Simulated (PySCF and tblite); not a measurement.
Results of a calculation; reference values are marked as such.
C₆H₉FS, numbered as in [CH2:1]=[CH:2][CH2:3][C:4]1([F:5])[CH2:6][S:7][CH2:8]1.

Geometries GFN2-xTB; weights from PBE0-D3(BJ)/pcSseg-1 energies and GFN2-xTB thermal corrections, with symmetry numbers and mirror pairs. Conformers within 3 kcal/mol (GFN2-xTB free energy) were kept, 10 at most. Of two unlike H on one atom, a is the less shielded (PBE0/pcSseg-1). (PySCF 2.14, tblite 0.8.)

An NOE distance is ⟨r⁻⁶⟩^(−1/6) over all pairs of like atoms and, for the average, over conformers.

Torsions listed: C1–C2–C3–C4, C2–C3–C4–F5. The 4-ring runs over atoms 4–6–7–8. Of a mirror pair one member is shown.

| conformer | shape | weight % |
| --- | --- | --- |
| 1 | 4-ring puckered (ring torsions 14, -14, 16, -16°); -118°, -63° | 75.7 |
| 2 | 4-ring puckered (ring torsions 12, -12, 15, -15°); 114°, -176° | 13.8 |
| 3 | 4-ring puckered (ring torsions 13, -13, 15, -15°); 116°, -58° | 5.9 |
| 4 | 4-ring puckered (ring torsions 14, -14, 16, -16°); 11°, -65° | 4.7 |

(1) Which H–H contacts under 3.5 Å would NOEs report (pairs on one atom left out) at 298.15 K?

(2) In a model where alignment follows shape alone (order matrix 0.002 × (3G/tr G − 1)/2, G the second moments of the atom positions; splitting J + 2D), what are the one-bond C–H dipolar couplings D?

Results:

(1) 
| pair | in 1 (Å) | in 2 (Å) | in 3 (Å) | in 4 (Å) | average (Å) |
| --- | --- | --- | --- | --- | --- |
| H1a ··· H2 | 2.44 | 2.43 | 2.43 | 2.42 | 2.44 |
| H1b ··· H3 | 2.67 | 2.67 | 2.66 | 3.55 | 2.69 |
| H2 ··· H3 | 2.71 | 2.71 | 2.72 | 2.48 | 2.69 |
| H3 ··· H6b/H8b | 2.77 | 2.95 | 2.75 | 2.75 | 2.79 |
| H1b ··· H2 | 3.06 | 3.06 | 3.06 | 3.06 | 3.06 |
| H2 ··· H6b/H8b | 3.63 | 2.67 | 2.64 | 3.94 | 3.22 |
| H1b ··· H6b/H8b | 3.37 | 3.29 | 4.93 | 2.97 | 3.36 |

Longer pairs under the limit may be missing.

(2) H1a -11.8 Hz (-13.3 in conformer 1), H1b 11.7 Hz (13.6 in conformer 1), H2 11.6 Hz (13.4 in conformer 1), H3 10.1 Hz (10.9 in conformer 1), H6a/H8a -0.9 Hz (-0.2 in conformer 1), H6b/H8b -1.7 Hz (-1.9 in conformer 1).
